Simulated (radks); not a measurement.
Results of a calculation; reference values are marked as such.
Task: All-electron atom: Dy XIV in [Kr] 4d10 4f6 5s1. Code: a radial shooting solver on a logarithmic mesh with Libxc functionals. Model: scalar-relativistic Kohn-Sham, BLYP, spin-polarised, spherical densities, finite nucleus; open shells are filled with parallel spins first (spin-orbit coupling, left out, can overturn this in heavy ions); Fermi nuclear charge, rms radius 5.2218 fm. Some entries of the table are withheld. Estimate them.

orbital,occ.,eigenvalue (hartree),r(max) (bohr)
1s up,1,-1981.538,0.01338
1s down,1,-1981.532,0.01338
2s up,1,-338.0018,0.07604
2s down,1,-337.9952,0.07604
2p up,3,-301.0401,0.06168
2p down,3,-301.0345,0.06168
3s up,1,-82.76338,0.2155
3s down,1,-82.63708,0.2154
3p up,3,-71.41228,0.2117
3p down,3,-71.28655,0.2116
3d up,5,-56.79075,0.1730
3d down,5,-56.69351,0.1728
4s up,1,-23.92088,0.4919
4s down,1,-23.65530,0.4919
4p up,3,-20.13200,0.5127
4p down,3,-19.87076,0.5127
4d up,5,-14.95825,0.5277
4d down,5,-14.69952,0.5278
5s up,1,-9.70599,1.048
5s down,0,-9.52463,1.054
4f up,6,(1),0.5045
4f down,0,(2),0.5059
5p up,0,-8.46547,1.130
5p down,0,-8.31179,1.141
6s up,0,-5.31958,1.927

Result: 
(1) 4f up eigenvalue (hartree): -9.19699
(2) 4f down eigenvalue (hartree): -8.93568
